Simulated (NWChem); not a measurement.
CH₂N cation; SMILES C#[NH+]

Computed with NWChem. Pople sets run with spherical d functions. Structure relaxed at the PBE0-D3(BJ)/def2-TZVP level. Vertical excitations in the gas phase; the lowest state need not have the same character in each row.

For level B3LYP/6-31G*, full TDDFT:

```
Item                             Value
-------------------------------  -----
lowest excitation, singlet (eV)   8.67
lowest triplet (eV)               6.49
orbital gap (eV)                 11.10
```

**Question.** What are these values for level PBE/6-31G*, full TDDFT?

**Answer.** The lowest excitation, singlet (eV) is 8.92. The lowest triplet (eV) is 6.72. The orbital gap (eV) is 8.92.
